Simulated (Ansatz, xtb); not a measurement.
System: SiCl, charge 0, multiplicity 2. SMILES: [Si]Cl
Geometry from a B3LYP-D3(BJ)/def2-TZVP (Ansatz, an electronic-structure program) optimisation:
```xyz
2

Si     0.0000     0.0000    -1.1428
Cl     0.0000     0.0000     0.9411
```
Charge 0, spin multiplicity 2.

Harmonic wavenumbers from GFN2-xTB (xtb, at its own minimum), cm⁻¹: 391.

Problem. Give the harmonic wavenumbers at B3LYP-D3(BJ)/def2-TZVP (Ansatz, finite differences of forces, unscaled).

Solution. 512 cm⁻¹. Zero-point energy 0.7 kcal/mol.

Problem. From these and the geometry, give the ideal-gas thermochemistry at 298.15 K and 1 atm (rigid rotor, harmonic oscillator).

Solution. Point group C∞v, rotational symmetry number 1. Rotational constants 7.427, 7.427 GHz. S(trans) 38.37, S(rot) 15.36, S(vib) 0.63, S(elec, spin only) 1.38, S 55.7 cal/(mol K). H(298) - H(0) 2.21 kcal/mol; G - E(el) -13.7 kcal/mol.
